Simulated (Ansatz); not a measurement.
An input meant for the cluster SnGe₅ (charge 0, singlet).

```yaml
crystal:
  periodic: [false, false, false]
  atoms:
    - {symbol: Ge, position_ang: [1.075059, 0.988682, -0.064162]}
    - {symbol: Ge, position_ang: [-1.078372, -0.985991, -0.057667]}
    - {symbol: Ge, position_ang: [0.049106, -0.046278, 2.025618]}
    - {symbol: Ge, position_ang: [-1.384487, 1.510321, 0.268498]}
    - {symbol: Ge, position_ang: [1.393656, -1.519772, 0.132131]}
    - {symbol: Sn, position_ang: [-0.054962, 0.053038, -2.304428]}
basis:
  gaussian: {orbitals: def2-mTZVP}
magnetization: {spin_polarized: true, initial_magnetization: 1}
hamiltonian: {xc: {name: B2GP-PLYP}}
scf: {omitted_lower_state_checks: [starts]}
output: {forces: true}
```

```sh
$ ansatz run in.yaml --threads 4 --pin off --events-out ev --progress --plain --max-ram 4787MiB
```

Shortened log:

```
Error: a molecule whose nuclei and cores have a total charge of 182 cannot have a net charge of 0 together with 1 unpaired electrons
```

(1) What is wrong with this run?

## Answers

(1) The number of unpaired electrons doesn't fit the electron count. The input was rejected before any iteration.
